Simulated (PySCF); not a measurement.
PySCF input for C₄H₅Cl₂F, SMILES C=C(F)CC(Cl)Cl, PBE-D3(BJ)/def2-SVP. Geometry optimised at PBE-D3(BJ)/def2-SVP. The structure was generated by enumeration, and PubChem lists no compound with its InChIKey, so it may never have been made. The values are those of a single conformer.

```python
import numpy as np
from pyscf import gto, scf, dft, df
from pyscf.hessian import thermo

mol = gto.M(
    atom='''
    C    -2.40220478    0.12546377   -0.81151456
    C    -1.50878580   -0.57720509   -0.10015027
    F    -1.73994061   -0.85676213    1.20097465
    C    -0.19904304   -1.12484055   -0.59077492
    C     1.03676561   -0.26382232   -0.30570952
    Cl    1.28774356   -0.01157558    1.45379047
    Cl    0.94490500    1.30897019   -1.17511969
    H    -2.20418725    0.35884911   -1.86514026
    H    -3.32718981    0.48912991   -0.34305241
    H    -0.02767558   -2.11658400   -0.12170097
    H    -0.24615161   -1.27057147   -1.68821074
    H     1.94925248   -0.76324758   -0.67917536
    ''',
    basis='def2-SVP',
    charge=0,
    spin=0,
    max_memory=1600,
    verbose=3,
)
mf = dft.RKS(mol, xc='pbe').density_fit(auxbasis='def2-universal-jkfit')
mf.disp = 'd3bj'
mf.grids.level = 3
mf.conv_tol = 1e-11
mf.max_cycle = 100
mf.kernel()

# [left out here: the lines that compute and print the analytic Hessian (its translational invariance restored by hand, since the grid's response is missing), thermochemistry and intensities]
```

Program output:

```
converged SCF energy = -1174.50497282698

WARN: DFTD3 does not support analytical Hessian, using finite difference


WARN: Mole.unit (angstrom) is changed to Bohr

Mode                                 0                   1                   2
Irrep
Freq [cm^-1]                       25.9935             97.7837            139.1743
Reduced mass [au]                   6.8932              6.4540              8.9392
Force const [Dyne/A]                0.0027              0.0364              0.1020
Char temp [K]                      37.3988            140.6889            200.2408
Normal mode                   x     y     z       x     y     z       x     y     z
       0   C                 0.05  0.11  0.09   -0.09 -0.07  0.05    0.10  0.07  0.01
       1   C                 0.01 -0.00  0.03   -0.01 -0.00  0.01    0.07  0.00 -0.01
       2   F                -0.03 -0.14 -0.01    0.09  0.02  0.03    0.11  0.05  0.01
       3   C                 0.00  0.00 -0.00   -0.02  0.04 -0.06    0.04 -0.05 -0.03
       4   C                 0.00  0.00  0.00   -0.01  0.01 -0.01    0.01 -0.02 -0.01
       5  Cl                -0.04  0.04 -0.00   -0.08 -0.00  0.00   -0.07 -0.02  0.01
       6  Cl                 0.03 -0.02 -0.04    0.08  0.01 -0.01   -0.07 -0.02  0.00
       7   H                 0.08  0.22  0.12   -0.18 -0.09  0.03    0.08  0.03  0.00
       8   H                 0.05  0.10  0.11   -0.08 -0.12  0.11    0.15  0.15  0.04
       9   H                 0.00 -0.00 -0.02   -0.01  0.00 -0.13    0.04 -0.04 -0.02
      10   H                -0.01  0.02 -0.00   -0.04  0.11 -0.07    0.04 -0.05 -0.03
      11   H                 0.01 -0.01  0.03   -0.00 -0.02  0.03    0.04  0.03  0.01
Mode                                 3                   4                   5
Irrep
Freq [cm^-1]                      250.8599            266.8740            404.0978
Reduced mass [au]                   6.3055             13.8105              4.8031
[...]
Reduced mass [au]                   1.3989              3.2279              1.9464
Force const [Dyne/A]                0.5562              1.3877              0.9700
Char temp [K]                    1181.9642           1229.0089           1323.2247
Normal mode                   x     y     z       x     y     z       x     y     z
       0   C                 0.04  0.13  0.03   -0.08 -0.00 -0.02    0.01 -0.03  0.12
       1   C                -0.03 -0.03 -0.01    0.01  0.09  0.01    0.01 -0.03  0.02
       2   F                -0.00 -0.00  0.03   -0.02 -0.02  0.06   -0.01  0.03 -0.07
       3   C                 0.02 -0.03 -0.03    0.06 -0.11 -0.11   -0.02  0.07 -0.08
       4   C                 0.00  0.02  0.02   -0.02  0.07  0.07    0.00 -0.04  0.05
       5  Cl                 0.00 -0.00 -0.00    0.01 -0.00 -0.02    0.00  0.00 -0.00
       6  Cl                 0.00 -0.00  0.00    0.01 -0.01  0.00   -0.00  0.01 -0.00
       7   H                -0.22 -0.39 -0.14    0.11  0.06  0.03    0.35 -0.30  0.13
       8   H                -0.35 -0.53 -0.24   -0.06  0.21 -0.14   -0.08  0.14 -0.20
       9   H                 0.03 -0.02 -0.01    0.05 -0.06  0.01   -0.05  0.20  0.22
      10   H                 0.07 -0.05 -0.03    0.17 -0.19 -0.11    0.08 -0.25 -0.04
      11   H                 0.03  0.05  0.03    0.09  0.23  0.15   -0.01 -0.10  0.08
Mode                                15                  16                  17
Irrep
Freq [cm^-1]                      934.1672           1000.6109           1149.9630
Reduced mass [au]                   2.1626              2.3395              1.1095
Force const [Dyne/A]                1.1119              1.3801              0.8644
Char temp [K]                    1344.0587           1439.6563           1654.5408
Normal mode                   x     y     z       x     y     z       x     y     z
       0   C                 0.05 -0.01 -0.07    0.04 -0.02 -0.00    0.01 -0.01  0.03
       1   C                 0.01 -0.01 -0.04   -0.01 -0.02  0.01    0.03 -0.01 -0.06
       2   F                -0.02 -0.02  0.09    0.01  0.00 -0.02   -0.01 -0.00  0.03
       3   C                -0.01  0.09 -0.10   -0.14 -0.03 -0.02   -0.01  0.00  0.01
       4   C                -0.01 -0.06  0.04    0.12  0.10  0.05    0.01  0.02 -0.01
       5  Cl                 0.00  0.00 -0.00   -0.00 -0.00 -0.01   -0.01  0.00  0.01
       6  Cl                -0.01  0.01 -0.00    0.00 -0.01  0.00    0.01 -0.01  0.00
       7   H                -0.24  0.13 -0.09   -0.03  0.03 -0.00    0.10 -0.07  0.03
       8   H                 0.17 -0.10  0.24    0.08 -0.09  0.11    0.01  0.02  0.01
       9   H                -0.05  0.25  0.24   -0.34 -0.02  0.07   -0.56 -0.08  0.04
      10   H                 0.11 -0.28 -0.06   -0.35 -0.11 -0.00    0.45  0.10 -0.02
      11   H                -0.04 -0.14  0.07    0.20  0.21  0.11   -0.10  0.21 -0.54
Mode                                18                  19                  20
Irrep
Freq [cm^-1]                     1196.9951           1209.4056           1249.1907
Reduced mass [au]                   1.2304              1.3812              1.6840
Force const [Dyne/A]                1.0387              1.1903              1.5483
Char temp [K]                    1722.2095           1740.0654           1797.3072
Normal mode                   x     y     z       x     y     z       x     y     z
       0   C                 0.00  0.00 -0.02    0.00  0.00  0.00    0.04 -0.02 -0.03
       1   C                -0.03  0.00  0.05   -0.02 -0.02 -0.01   -0.10  0.03  0.12
       2   F                 0.01  0.00 -0.02    0.00  0.00  0.00    0.01  0.01 -0.04
       3   C                 0.01  0.02 -0.03    0.07  0.05  0.03   -0.07 -0.02 -0.01
       4   C                -0.01 -0.07  0.07   -0.08 -0.07 -0.06    0.01 -0.01 -0.03
       5  Cl                -0.00  0.01  0.00    0.01 -0.00 -0.00    0.00 -0.00 -0.00
       6  Cl                 0.01 -0.01 -0.00    0.00 -0.00  0.00    0.00 -0.00  0.00
       7   H                -0.07  0.03 -0.02    0.00 -0.03 -0.00    0.02  0.00 -0.02
       8   H                 0.01 -0.01  0.02    0.02  0.02  0.02    0.12 -0.15  0.23
       9   H                 0.31  0.09  0.02   -0.34 -0.02  0.02    0.17  0.03  0.00
      10   H                -0.26 -0.11  0.01   -0.07  0.03  0.04    0.62  0.06 -0.05
      11   H                 0.05  0.53 -0.56    0.40  0.49  0.41    0.14  0.11  0.12
Mode                                21                  22                  23
Irrep
Freq [cm^-1]                     1334.1159           1343.5359           1381.7806
Reduced mass [au]                   1.8807              1.1628              1.2497
Force const [Dyne/A]                1.9723              1.2367              1.4058
Char temp [K]                    1919.4957           1933.0490           1988.0746
Normal mode                   x     y     z       x     y     z       x     y     z
       0   C                -0.03  0.01  0.02    0.03 -0.02  0.03   -0.01  0.01 -0.02
       1   C                 0.07  0.02 -0.13    0.06 -0.04  0.03   -0.05  0.00  0.03
       2   F                -0.01 -0.01  0.04   -0.00  0.00 -0.01    0.00  0.00 -0.01
       3   C                -0.11 -0.01  0.03   -0.05 -0.01 -0.01    0.08 -0.06 -0.05
       4   C                 0.01 -0.03 -0.01    0.00 -0.01 -0.01   -0.01  0.00  0.00
       5  Cl                 0.00  0.00 -0.00    0.00 -0.00 -0.00   -0.00  0.00  0.00
       6  Cl                 0.00 -0.00  0.00    0.00  0.00  0.00   -0.00  0.00 -0.00
       7   H                 0.28 -0.15  0.04   -0.49  0.30 -0.01    0.12 -0.06 -0.01
       8   H                -0.00 -0.05  0.10   -0.15  0.24 -0.50    0.05 -0.08  0.17
       9   H                 0.41  0.15  0.15    0.04  0.13  0.25   -0.14  0.19  0.55
      10   H                 0.06  0.28 -0.02    0.15  0.27 -0.05   -0.21  0.54 -0.11
      11   H                 0.17  0.20  0.08    0.07  0.08  0.04   -0.08 -0.10 -0.04
Mode                                24                  25                  26
Irrep
Freq [cm^-1]                     1702.0899           2993.3505           3060.4994
Reduced mass [au]                   6.7999              1.0619              1.1028
Force const [Dyne/A]               11.6069              5.6058              6.0861
Char temp [K]                    2448.9285           4306.7649           4403.3772
Normal mode                   x     y     z       x     y     z       x     y     z
       0   C                 0.12 -0.09  0.09   -0.00 -0.00  0.00   -0.00  0.00 -0.00
       1   C                -0.14  0.11 -0.11   -0.00 -0.00  0.00    0.00 -0.00  0.00
       2   F                 0.00 -0.01  0.02   -0.00  0.00 -0.00    0.00  0.00 -0.00
       3   C                 0.03 -0.02  0.00    0.01 -0.06 -0.02    0.01 -0.03  0.08
       4   C                 0.00  0.00  0.00   -0.00  0.00  0.00    0.02 -0.01 -0.01
       5  Cl                -0.00 -0.00  0.00    0.00  0.00  0.00   -0.00  0.00 -0.00
       6  Cl                -0.00 -0.00  0.00    0.00  0.00 -0.00   -0.00  0.00 -0.00
       7   H                -0.13  0.04  0.10    0.00  0.00 -0.01   -0.00 -0.00  0.01
       8   H                 0.07  0.01 -0.15   -0.00  0.00  0.00    0.01 -0.00 -0.00
       9   H                 0.07 -0.02 -0.02   -0.12  0.70 -0.34   -0.08  0.47 -0.22
      10   H                -0.07  0.02 -0.00    0.03  0.06  0.55   -0.03 -0.09 -0.72
      11   H                -0.00 -0.01 -0.01    0.05 -0.03 -0.02   -0.25  0.14  0.10
Mode                                27                  28                  29
Irrep
Freq [cm^-1]                     3062.7372           3112.8661           3221.8042
Reduced mass [au]                   1.0908              1.0621              1.1194
Force const [Dyne/A]                6.0285              6.0638              6.8459
Char temp [K]                    4406.5970           4478.7212           4635.4589
Normal mode                   x     y     z       x     y     z       x     y     z
       0   C                -0.00  0.00 -0.00    0.05 -0.04  0.03   -0.05  0.00  0.08
       1   C                 0.00 -0.00  0.00   -0.01  0.01 -0.01   -0.00  0.00  0.00
       2   F                 0.00  0.00 -0.00    0.00  0.00 -0.00    0.00  0.00 -0.00
       3   C                 0.00 -0.01  0.03   -0.00 -0.00  0.00    0.00 -0.00  0.00
       4   C                -0.07  0.03  0.03    0.00 -0.00 -0.00    0.00 -0.00  0.00
       5  Cl                 0.00 -0.00 -0.00   -0.00 -0.00 -0.00   -0.00 -0.00 -0.00
       6  Cl                 0.00 -0.00 -0.00   -0.00 -0.00 -0.00   -0.00 -0.00 -0.00
       7   H                -0.00 -0.00  0.00    0.12  0.13 -0.62    0.12  0.15 -0.68
       8   H                 0.00 -0.00 -0.00   -0.61  0.24  0.31    0.53 -0.21 -0.26
       9   H                -0.02  0.11 -0.05    0.00  0.00 -0.00   -0.00 -0.00 -0.00
      10   H                -0.01 -0.04 -0.28   -0.00 -0.00 -0.02    0.00 -0.00 -0.01
      11   H                 0.75 -0.40 -0.30   -0.00  0.00  0.00    0.00  0.00 -0.00
temperature 298.1500 [K]
pressure 101325.00 [Pa]
Rotational constants [GHz] 2.05883 1.45533 0.99251
Symmetry number 1
Zero-point energy (ZPE) 0.08045 [Eh]   211225.703 [J/mol]
                           tot       elec      trans        rot        vib
Entropy [J/mol/K]       378.876      0.000    170.639    121.631     86.606
Cv [J/mol/K]            111.999      0.000     12.472     12.472     87.055
Cp [J/mol/K]            120.313      0.000     20.786     12.472     87.055
Internal energy [J/mol]                      3718.434   3718.434 224238.505
Internal energy [Eh]   -1174.41673  -1174.50497
Enthalpy [J/mol]                             6197.391   3718.434 224238.505
Enthalpy [Eh]          -1174.41579
Gibbs free energy [J/mol]                  -44678.730 -32545.969 198417.068
Gibbs free energy [Eh] -1174.45881
mode   freq/cm-1   IR/(km/mol)
   1       25.99         0.659
   2       97.78         0.795
   3      139.17         0.469
   4      250.86         0.611
   5      266.87         0.913
   6      404.10         1.881
   7      408.07         1.232
   8      460.06         5.392
   9      624.82        23.003
  10      665.57        95.801
  11      704.19         1.503
  12      718.17         0.803
  13      821.51        40.070
  14      854.20         8.898
  15      919.69        41.733
  16      934.17         1.934
  17     1000.61        17.170
  18     1149.96        14.238
  19     1197.00        56.264
  20     1209.41        15.383
  21     1249.19        19.492
  22     1334.12        29.641
  23     1343.54         3.292
  24     1381.78        24.883
  25     1702.09        77.392
  26     2993.35         3.783
  27     3060.50         1.925
  28     3062.74         4.414
  29     3112.87         1.237
  30     3221.80         0.235
max |gradient| / (hartree/bohr): 0.00011268711120861319
APT charges: [-0.2483  0.5682 -0.4515 -0.0583  0.7099 -0.3144 -0.3257  0.067   0.0743
  0.0074  0.014  -0.0427]
```

The run converged.

Cost: very roughly 3 core-minutes.
